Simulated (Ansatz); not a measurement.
One change: `C1[SiH2][SiH2][Se]1` becomes `C1O[SiH2][SiH2]1`.

Ansatz, PBE0-D4/def2-TZVP geometries, multiplicity 1. 

Scalar relativity is left out up to krypton.

```
                               property  `C1[SiH2][SiH2][Se]1`
  HOMO energy (ωB97M-V/def2-TZVPP) / eV                  -8.72
HOMO–LUMO gap (ωB97M-V/def2-TZVPP) / eV                   9.62
     LUMO energy (PBE0/def2-TZVPP) / eV                  -0.80
    HOMO–LUMO gap (PBE/def2-TZVPP) / eV                   3.89
  HOMO–LUMO gap (B3LYP/def2-TZVPP) / eV                   5.38
     HOMO energy (PBE0/def2-TZVPP) / eV                  -6.61
```

Q: Give the same properties after the change, and the shifts. (Estimate.)

A: The calculation gave: 
```csv
property,`C1O[SiH2][SiH2]1`,shift
HOMO energy (ωB97M-V/def2-TZVPP) / eV,-9.76,-1.04
HOMO–LUMO gap (ωB97M-V/def2-TZVPP) / eV,11.04,1.42
LUMO energy (PBE0/def2-TZVPP) / eV,-0.41,0.39
HOMO–LUMO gap (PBE/def2-TZVPP) / eV,5.28,1.39
HOMO–LUMO gap (B3LYP/def2-TZVPP) / eV,6.93,1.55
HOMO energy (PBE0/def2-TZVPP) / eV,-7.71,-1.10
```

With PBE0 the HOMO falls by 1.10 eV and the LUMO rises by 0.39 eV, so the gap widens by about 1.49 eV. PBE moves the HOMO by -1.04 eV and ωB97M-V by -1.04 eV.

B3LYP here is the variant with VWN-RPA as its local correlation; programs differ in this.

Spin–orbit coupling is left out; it splits and shifts lone-pair levels of the heavy atoms by tenths of an eV.
